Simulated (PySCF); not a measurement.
Be(I)(iPr) (C3H7BeI), SMILES C[CH](C)[Be][I]. Heavy atoms are numbered as in [Be:1]([I:2])[CH:3]([CH3:4])[CH3:5]. Hydrogens are named by the atom that carries them.

Geometry: B3LYP-D3(BJ)/def2-SVP. The structure was generated by enumeration; whether it is a known compound was not checked. The def2 effective core potentials stand for the cores of I; spin–orbit coupling is left out. The values are those of a single conformer.

Level of theory: PBE/def2-TZVP run with PySCF.

ESP charges are fitted to the potential on shells at 1.4 to 2.0 van der Waals radii. Atomic charges (e), one atom of each kind:

```tsv
atom	Mulliken	Löwdin	ESP fit
Be1	(withheld)	-0.20	0.09
I2	-0.10	0.31	-0.14
C3 (CH)	0.08	-0.40	0.58
C4 (CH3)	(withheld)	-0.31	-0.51
H on C3	0.06	0.17	-0.11
H on C4	(withheld)	0.12	0.10
```

Task: Some entries are withheld; supply them. (An estimate is asked for; the answer gives what the named calculation found.)

Result: 
- Be1, Mulliken: 0.08
- C4 (CH3), Mulliken: -0.40
- H on C4, Mulliken: 0.11
